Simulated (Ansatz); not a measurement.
Two isomers of C3H7FSn: A = `[CH3][SnH2]/[CH]=C\F`, B = `[F][SnH]1[CH2]C[CH2]1`.

Gas-phase electronic energies from Ansatz, PBE0-D4/def2-TZVP geometries. CBS: MP2 limit from def2 TZ/QZ plus the TZ coupled-cluster correction, frozen cores. Functionals use def2-TZVPP. def2 core potentials past Kr. For Sn outer-core shells are correlated without core-valence functions, which leaves a few kJ/mol of doubt a bond. One conformer a species, not always the lowest.

Problem. Which is lower in electronic energy at CCSD(T)/CBS, and by how much? (An estimate is asked.)

Solution. The calculation gave: B, by 30.5 kcal/mol.

Problem. Give E(B) − E(A) in kcal/mol with r2SCAN-D4, CCSD(T)/def2-TZVPP, PBE0-D4, HF/def2-TZVPP, MP2/def2-TZVPP, B2PLYP, PBE-D4. (Best estimate.)

Solution. Ansatz gave: r2SCAN-D4 -28.6, CCSD(T)/def2-TZVPP -26.7, PBE0-D4 -29.5, HF/def2-TZVPP -21.1, MP2/def2-TZVPP -30.8, B2PLYP -27.1, PBE-D4 -28.9. None reverses the order clearly.

Largest T1 diagnostic: 0.012.

In def2-TZVPP, CCSD(T) changes the Hartree–Fock value by −5.7 kcal/mol (the triples alone add −0.3 kcal/mol) and MP2 by −9.8 kcal/mol. From PBE to PBE0 (25 % exact exchange), in def2-TZVPP and without D4, E(B) − E(A) moves by −0.7 kcal/mol.
